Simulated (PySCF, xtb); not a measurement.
ClGaH₃N, SMILES [NH2][GaH][Cl]. The values are those of a single conformer.

Harmonic wavenumbers (cm⁻¹) from xtb with GFN2-xTB at its own minimum, in rising order: 126, 180, 272, 376, 384, 459, 595, 622, 1442, 1746, 3378, 3431.

**Question.** What does PBE0-D3(BJ)/def2-TZVP in PySCF 2.14.0 give at its own minimum? (An estimate is asked for; the answer gives what the named calculation found.)

**Answer.** 157, 214, 381, 413, 519, 576, 727, 760, 1555, 2057, 3621, 3731. Paired by order, the mean absolute difference is 142 cm⁻¹ and the zero-point energies are 18.6 and 21.0 kcal/mol.
